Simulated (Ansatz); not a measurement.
Total energies of Ge₃S₆ (the lowest singlet isomer of a short search) from Ansatz at PBE-D4/def2-TZVP, gas phase (1 Eh = 27.2114 eV = 2625.5 kJ/mol). The reference geometry is relaxed at r2SCAN-D4/def2-SVP.

Cartesian coordinates in Å:
```
Ge -0.385 -1.794 -1.191
Ge -1.221 0.424 1.765
Ge 1.607 1.370 -0.574
S 0.381 1.847 1.208
S 3.100 2.633 -1.097
S -2.353 0.816 3.397
S -0.745 -3.451 -2.297
S 1.247 -0.431 -1.811
S -1.630 -1.414 0.600
```

| state | geometry | energy (Eh) |
| --- | --- | --- |
| charge 0 singlet | reference | -8618.55323 |
| charge 1 doublet | reference | -8618.24640 |
| charge -1 doublet | reference | -8618.62461 |
| free Ge atom (triplet) | – | -2076.60177 |
| free S atom (triplet) | – | -397.93833 |

(1) Work out the vertical ionisation energy to the doublet.

(2) Work out the vertical electron affinity, to the doublet.

(3) Give the fundamental gap IE − EA, the Mulliken electronegativity (IE + EA)/2 and the hardness (IE − EA)/2.

(4) What is the binding energy per atom against free atoms?

(1) E(charge 1 doublet) − E(charge 0 singlet) = -8618.24640 − (-8618.55323) = 0.30683 Eh = 8.35 eV. For comparison, −ε of the highest occupied level is 6.38 eV at this level, 1.97 eV less.

(2) E(charge 0 singlet) − E(charge -1 doublet) = -8618.55323 − (-8618.62461) = 0.07138 Eh = 1.94 eV. The basis lacks diffuse functions, which makes affinities too small.

(3) From the values in Eh: IE − EA = 0.30683 − 0.07138 = 0.23545 Eh = 6.41 eV; (IE + EA)/2 = 5.15 eV; (IE − EA)/2 = 3.20 eV. The HOMO–LUMO gap of the same run is 2.53 eV, 3.88 eV smaller than the fundamental gap.

(4) Atoms: 3 × (-2076.60177) + 6 × (-397.93833) = -8617.43529 Eh. Binding: -8617.43529 − (-8618.55323) = 1.11794 Eh = 30.42 eV, or 3.38 eV for each of 9 atoms (no zero-point energy, no counterpoise term).

At PBE-D4/def2-TZVP the gap within one spin of the charge -1 doublet nearly closes, so an electron or hole may be smeared out by delocalisation error.  

The structure comes from a short search, and lower isomers may exist.
